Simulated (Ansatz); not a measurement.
Job for Ansatz (an electronic-structure program): R-B3LYP-D3(BJ)/def2-TZVP on CH3N (SMILES C=N), 2S+1 = 1, a spin state set in the input, which need not be the lowest.

Ansatz 0.2 input:
```yaml
crystal:
  periodic: [false, false, false]
  atoms:
    - {symbol: C, position_ang: [-0.39364544, -0.01481209, 0.00656042]}
    - {symbol: N, position_ang: [0.75469426, -0.50429789, -0.01560012]}
    - {symbol: H, position_ang: [-1.23270092, -0.70023436, 0.01705816]}
    - {symbol: H, position_ang: [-0.64931869, 1.05064523, 0.01683540]}
    - {symbol: H, position_ang: [1.52097079, 0.16869910, -0.02485386]}
basis:
  gaussian:
    orbitals: def2-TZVP
hamiltonian:
  xc: b3lyp
  dispersion: d3bj
relax: {f_tol: 0.003, max_steps: 120}
```

Give the final energy of this run.

-94.6746 hartree.

How many basis functions does it have, and what does it roughly cost on one machine?

80 functions; about 9 core-seconds (a rough figure).
